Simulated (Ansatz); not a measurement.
Name a neutral molecule of Al, C, N, Si and H with HOMO–LUMO gap (PBE/def2-TZVPP) between 2.20 and 2.50 eV and HOMO–LUMO gap (B3LYP/def2-TZVPP) between 3.75 and 4.05 eV (Ansatz, PBE0-D4/def2-TZVP geometry).

`CN[SiH2][AlH2]` (2.37 eV, 3.93 eV); `[CH3][Al]1[SiH2]N[C]1=N` (2.44 eV, 4.03 eV). Other molecules can fit too; these were computed, each in one conformer that needn't be the lowest.

B3LYP here is the variant with VWN-RPA as its local correlation; programs differ in this.
